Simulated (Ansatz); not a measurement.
`COB1C[SiH2]1` → B• + 2 C• + 7 H• + O• + Si•  (atomization)

Calculated with Ansatz (gas phase, PBE0-D4/def2-TZVP geometries, no zero-point term in ΔE). CCSD(T)/CBS adds triple-zeta CCSD(T) − MP2 to the extrapolated MP2 energy (def2 sets, frozen cores). This one scheme is used for every species, atoms too. DFT in def2-TZVPP. B3LYP here is the variant with VWN-RPA as its local correlation; programs differ in this. Open shells (•) are unrestricted, without spin–orbit coupling. Spin–orbit coupling would lower the free atoms: a little for B, C, O, Si. Each species was taken in one conformer, which may not be the lowest.

```csv
level,ΔE (kcal/mol),difference from CCSD(T)/CBS
PBE-D4,1091.9,24.8
r2SCAN-D4,1077.2,10.1
PBE0-D4,1075.0,7.9
B3LYP-D4,1070.9,3.8
ωB97X-V,1073.5,6.4
ωB97M-V,1074.0,6.9
B2PLYP,1059.3,-7.8
PBE,1086.7,19.6
r2SCAN,1075.9,8.8
PBE0,1070.6,3.5
B3LYP,1062.6,-4.5
HF/def2-TZVPP,791.9,-275.2
MP2/def2-TZVPP,1057.0,-10.1
SCS-MP2/def2-TZVPP,1052.0,-15.1
CCSD/def2-TZVPP,1026.2,-40.9
CCSD(T)/def2-TZVPP,1041.4,-25.7
HF/def2-QZVPP,793.3,-273.8
MP2/def2-QZVPP,1072.2,5.1
SCS-MP2/def2-QZVPP,1069.1,2.0
HF/CBS(def2),793.5,-273.6
MP2/CBS(def2),1082.7,15.6
CCSD/CBS(def2),1051.8,-15.3
CCSD(T)/CBS,1067.1,0
```

Largest T1 diagnostic among the species: 0.014.

The D4 term adds +8.3 kcal/mol with B3LYP and +4.4 kcal/mol with PBE0; it sums over pairs of atoms, weighted by their polarisabilities, and B3LYP, whose exchange is more repulsive, gets the larger term. In def2-TZVPP, CCSD(T) changes the Hartree–Fock value by +249.5 kcal/mol (the triples alone add +15.2 kcal/mol) and MP2 by +265.1 kcal/mol; breaking electron pairs costs correlation energy, which Hartree–Fock lacks.

For atomizations the MP2-based limit and the directly extrapolated one differ by several kJ/mol either way, and by 10 to 25 for some Ge, Se and Sn compounds, so smaller differences from it don't rank the levels.
